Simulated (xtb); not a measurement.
IPb (SMILES [I][Pb]), doublet, at a GFN2-xTB geometry (such geometries of metal compounds can be far from the true shape) (the spin is typed, not shown lowest). Base run: GFN0-xTB run with xtb.

Here is a job for xtb.
```
$ xtb mol.xyz --gfn 0 --uhf 1 --json

# file mol.xyz
2

Pb    -0.00000000    -0.00000000    -1.09402383
I      0.00000000     0.00000000     1.69264065
```

Variants of this job, named by their change:

| change | ΔE vs base (mEh) |
|---|---|
| base | 0.000 |
| acc = 1000 | 0.000 |
| acc = 30 | 0.000 |
| acc = 0.1 | 0.000 |
| etemp = 10 | 1.273 |
